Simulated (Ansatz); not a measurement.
The same path of AsH3 + FGeH3 (9 atoms, charge 0, multiplicity 1) was run 3 times with different band settings. Lost on the way: Ge1–F2, H6–As7. Made: Ge1–As7, F2–H6.

All numbers below come from RKS PBE0-D4/def2-SVP in Ansatz.

Relaxed end points:

```xyz
9
Properties=species:S:1:pos:R:3
Ge -1.172 -0.545 -1.474
F 0.549 -0.856 -1.408
H -1.805 -1.773 -2.146
H -1.637 -0.376 -0.020
H -1.352 0.736 -2.301
H 1.325 0.306 0.612
As 0.957 1.192 1.795
H 2.409 1.327 2.237
H 0.727 -0.011 2.705
```

```xyz
9
Properties=species:S:1:pos:R:3
Ge -1.049 0.093 -0.288
F 1.996 -0.434 -1.324
H -0.453 -1.297 -0.638
H -2.519 -0.138 0.102
H -0.977 0.975 -1.544
H 1.308 -1.022 -1.129
As 0.141 1.163 1.529
H 1.472 0.759 0.909
H 0.081 -0.099 2.384
```

Common settings: spring 5.0 eV/Å²; optimiser quadratic models (default); force threshold 0.05 eV/Å; end points relaxed.

| run | movable images | climbing image | start path | iteration limit |
| --- | --- | --- | --- | --- |
| 1 | 5 | yes | through a guess of the saddle point | 60 |
| 2 | 8 | no | through a guess of the saddle point | 41 |
| 3 | 5 | yes | straight line | 54 |

What does each run give, and how far can it be trusted?

Run 1: converged after 33 iterations, highest image 1.789 eV above the first end. Neighbouring images differ by up to 1.7 eV, so the band resolves the path poorly. A vibrational analysis at the climbing image gives one clearly imaginary mode, 741i cm⁻¹: a first-order saddle point.
Run 2: converged after 22 iterations, highest image 1.786 eV above the first end. Neighbouring images differ by up to 1.3 eV, so the band resolves the path poorly. No image climbed, so the highest image needn't sit at the top of the path.
Run 3: converged after 24 iterations, highest image 1.789 eV above the first end. A structure lower than the first end lies on the path between it and the top, so the climb from that side starts below the end, which may itself be a saddle point or a shallow side well. Neighbouring images differ by up to 1.6 eV, so the band resolves the path poorly. Another band between the same ends (5 images) ends at a top of the same energy, where a vibrational analysis finds 1 clearly imaginary mode.
The orbitals stay closed-shell, which can raise the energy where a bond breaks towards radicals; this wasn't checked here.
